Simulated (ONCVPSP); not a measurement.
Mn: excitation energies, all-electron against ONCV

```
Element                 : Mn (Z = 25)
Generator               : ONCVPSP 4.0.1
Type                    : optimised norm-conserving Vanderbilt (ONCV)
Functional              : Wu-Cohen
Relativity              : scalar-relativistic
Frozen core             : [Ne]
Valence charge          : 15
Reference configuration : 3s2 3p6 3d5 4s2
Partial waves           : 3s+4s: rc 1.50 bohr, ncon 4, nbas 9, qcut 9.4 1/bohr, 2 projectors; 3p: rc 1.10 bohr, ncon 5, nbas 8, qcut 15.5 1/bohr, 2 projectors, debl 3.1 Ha; 3d: rc 1.30 bohr, ncon 4, nbas 8, qcut 9.5 1/bohr, 2 projectors, debl 2.2 Ha
Local potential         : polynomial inside 0.80 bohr (lpopt 5, dvloc0 0 Ha)
Core correction         : Teter function, fcfact 4, rcfact 1.35
```

Energies are relative to the spin-unpolarised reference configuration 3s2 3p6 3d5 4s2; without spin polarisation the order of configurations can differ from experiment.

Give the all-electron excitation energy and the error of the potential for: 3s2 3p6 3d5 4s1; 3s2 3p6 3d5 4s0; 3s2 3p6 3d4 4s0; 3s1 3p6 3d5 4s2.

```json
{"valence configuration": "3s2 3p6 3d5 4s1", "charge": "+1", "ΔE all-electron (eV)": "8.447", "error AE − PS (meV)": "-0.3"}
{"valence configuration": "3s2 3p6 3d5 4s0", "charge": "+2", "ΔE all-electron (eV)": "23.926", "error AE − PS (meV)": "+0.9"}
{"valence configuration": "3s2 3p6 3d4 4s0", "charge": "+3", "ΔE all-electron (eV)": "56.438", "error AE − PS (meV)": "+6.9"}
{"valence configuration": "3s1 3p6 3d5 4s2", "charge": "+1", "ΔE all-electron (eV)": "93.315", "error AE − PS (meV)": "-256"}
```

Levels in the configuration 3s2 3p6 3d5 4s1:

| level | all-electron (eV) | pseudo (eV) |
| --- | --- | --- |
| 3s | -93.924 | -93.931 |
| 3p | -62.775 | -62.777 |
| 3d | -14.958 | -14.965 |
| 4s | -11.879 | -11.878 |
